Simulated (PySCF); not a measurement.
A run with a changed setting

The sound run of Pb2(OH)4 (singlet; a saddle point, relaxed within its symmetry) uses PySCF 2.14.0, RKS PBE0, Pb def2-SVP with ECP60, O def2-SVP, H def2-SVP; non-relativistic Hamiltonian with scalar-relativistic core potentials where named; density fitting; no spin-orbit coupling, grid (50, 194), threshold 1e-8 and 55 cycles at the relaxed geometry:
```xyz
10

Pb    0.0252   -0.6296    1.8526
Pb    0.0252   -0.6296   -1.8526
O     0.9306   -1.6399    0.0000
H     1.8916   -1.5267    0.0000
O    -0.8513    0.3972    0.0000
H    -1.5050    1.1055    0.0000
O     1.6901    0.6619    2.0561
H     1.9245    1.1349    1.2491
O     1.6901    0.6619   -2.0561
H     1.9245    1.1349   -1.2491
```
This run, with dm0 from free metal ions and neutral atoms, differs:

```python
mol = gto.M(atom='''
Pb     0.02516    -0.62961     1.85256
Pb     0.02516    -0.62961    -1.85256
O      0.93060    -1.63990     0.00000
H      1.89156    -1.52671     0.00000
O     -0.85129     0.39721    -0.00000
H     -1.50502     1.10554    -0.00000
O      1.69006     0.66194     2.05606
H      0.81008     0.09957     1.60317
O      1.69006     0.66194    -2.05606
H      1.92452     1.13487    -1.24908''',
    basis={'Pb': 'def2-SVP', 'O': 'def2-SVP', 'H': 'def2-SVP'},
    ecp={'Pb': 'def2-SVP'},
    charge=0, spin=0)
mf = dft.RKS(mol, xc='PBE0')
mf.grids.atom_grid = (50, 194)
mf = mf.density_fit()  # fitting sets: Pb def2-universal-JKFIT, O def2-universal-JKFIT, H def2-universal-JKFIT
mf.conv_tol = 1e-08; mf.max_cycle = 75
mf.kernel(dm0)
mf.nuc_grad_method().kernel()
```

Problem. What was changed, and how did it end?

Solution. One atom was put far too close to the first. It converged in 13 cycles, 12.160 eV from the sound run, largest force component 31.23 eV/Å. The cycle limit differs too. These settings are unsound on purpose: the numbers aren't the compound's.
```
init E= -706.045587252101
cycle= 1 E= -678.972607733606  delta_E= 27.1  |g|= 5.25  |ddm|=  8.5
cycle= 2 E= -650.040064004848  delta_E= 28.9  |g|= 10.6  |ddm|= 15.2
cycle= 3 E= -684.650615202404  delta_E= -34.6  |g|=  3.8  |ddm|=   15
cycle= 4 E= -687.83751520159  delta_E= -3.19  |g|= 0.976  |ddm|= 4.47
cycle= 5 E= -688.09809249119  delta_E= -0.261  |g|= 0.528  |ddm|= 1.91
...
cycle= 11 E= -688.155782917131  delta_E= -8.56e-07  |g|= 0.00127  |ddm|= 0.00259
cycle= 12 E= -688.155783263097  delta_E= -3.46e-07  |g|= 0.000163  |ddm|= 0.00117
cycle= 13 E= -688.155783270348  delta_E= -7.25e-09  |g|= 4.63e-05  |ddm|= 0.000252
Extra cycle  E= -688.155783268215  delta_E= 2.13e-09  |g|= 0.000113  |ddm|= 0.000178
converged SCF energy = -688.155783268215
```

Run from Python with OMP_NUM_THREADS=2; the lines above give its settings.
It took 8.4 s on 2 threads of Arm Neoverse V1, on a shared host.
